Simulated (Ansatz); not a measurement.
C3H7O, doublet, geometry from GFN2-xTB; HF/6-31G* (Ansatz, a program for electronic structure).

The Ansatz input:
Ansatz 0.2 input:
```yaml
crystal:
  periodic: [false, false, false]
  atoms:
    - {symbol: C, position_ang: [1.47636091, 0.46690084, 0.43656209]}
    - {symbol: O, position_ang: [0.67912262, 0.16234169, -0.62321348]}
    - {symbol: C, position_ang: [-0.43280872, -0.65426045, -0.34422677]}
    - {symbol: C, position_ang: [-1.53589260, 0.10514891, 0.39027090]}
    - {symbol: H, position_ang: [2.33584498, 1.04898782, 0.16980171]}
    - {symbol: H, position_ang: [1.50487155, -0.20483374, 1.27848841]}
    - {symbol: H, position_ang: [-0.12026787, -1.52387992, 0.25181567]}
    - {symbol: H, position_ang: [-0.79348822, -1.00042701, -1.31669844]}
    - {symbol: H, position_ang: [-1.86163835, 0.95462183, -0.20442846]}
    - {symbol: H, position_ang: [-1.16166216, 0.47186307, 1.34336563]}
    - {symbol: H, position_ang: [-2.38259847, -0.55180144, 0.56772592]}
basis:
  gaussian:
    orbitals: 6-31G*
hamiltonian:
  xc: hf
magnetization: {spin_polarized: true, initial_magnetization: 1}
accuracy: high
```

Q: Predict the main parts of the log of this Ansatz run.

A: 
```
Functional definition: HF
1783 factors; integrals over basis functions are off by at most 2.9e-9 eV
mean field evaluation 1: about -5235.4717 eV, gradient 1.9e1 eV
mean field evaluation 2: about -5235.4720 eV, gradient 1.9e1 eV
mean field evaluation 4: about -5237.4560 eV, gradient 3.1e0 eV
mean field evaluation 8: about -5237.5176 eV, gradient 1.9e-1 eV
mean field -5237.51837919 eV, -192.4752503177 hartree, gradient 2.7e-8 eV, S^2 0.760272; 0 other end points of the search recorded, 0 dependent functions left out
reference -5237.51837919 eV, -192.4752503177 hartree; 17, 16 occupied and 57, 58 virtual orbitals, 1783 factors
Total energy: -5237.51837919 eV, -192.4752503177 hartree
```
